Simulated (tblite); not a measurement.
CH4B2F2S2.
Numbering: `[BH2:1][S:2][B:3]([F:4])[S:5][CH2:6][F:7]` (hydrogens: H8, H9 on B1; H10, H11 on C6)

Computed with GFN2-xTB (tblite), gas phase: L-BFGS steps from a force-field or distance-geometry start until the largest atomic force falls under 0.01 eV/Å.

Geometry at step 54:
```
atom  x, y, z in Å
B1      2.5368    0.8162   -0.1156
S2      0.7888    0.8232   -0.3542
B3      0.3369   -0.9423   -0.2100
F4      1.2747   -1.8659   -0.2857
S5     -1.3365   -1.5454   -0.0044
C6     -2.3010    0.0040   -0.0431
F7     -2.1326    0.7147    1.0965
H8      3.0949   -0.1913    0.0566
H9      3.0639    1.8560   -0.1096
H10    -3.3469   -0.2815   -0.1313
H11    -1.9736    0.6150   -0.8853
```

Question: Give the atomic forces at this geometry.

Answer: 
```csv
atom,Fx (eV/Å),Fy (eV/Å),Fz (eV/Å)
B1,0.022,0.038,0.037
S2,-0.007,-0.015,-0.022
B3,0.040,-0.040,-0.016
F4,0.109,-0.054,0.041
S5,-0.029,-0.065,-0.057
C6,0.012,0.040,-0.040
F7,-0.057,0.014,0.016
H8,0.052,0.026,-0.002
H9,-0.006,-0.025,-0.034
H10,-0.157,0.003,0.066
H11,0.020,0.077,0.011
```

The largest, 0.17 eV/Å, acts on H10; the rms over all components is 0.049 eV/Å. The forces sum to zero within rounding, as they must for an isolated molecule in no field.

Question: Give the force on H10 in Eh/bohr and in nN.

Answer: 0.170 eV/Å ÷ 51.422 = 0.00331 Eh/bohr, and 0.170 eV/Å × 1.602 = 0.27 nN.

Question: How far is this geometry from the end of the optimisation?

Answer: 0.019 eV above it, and 0.098 Å rms away after alignment. The bonds farthest from their final lengths, with half the difference of the two atoms' forces along the bond (positive lengthens):

```
  bond  now (Å)  final (Å)  force along bond (eV/Å)
 S5–C6    1.825      1.833                    +0.03
 B3–S5    1.791      1.797                    +0.03
C6–H10    1.088      1.092                    +0.08
 C6–F7    1.354      1.355                    +0.01
 B1–S2    1.764      1.766                    +0.02
```

The angle farthest from its final value is B1–S2–B3, 103.3° against 104.9°.

What follows is the cost of the whole relaxation. The run took 0.66 s on one thread of an Arm Neoverse N1 (shared host).
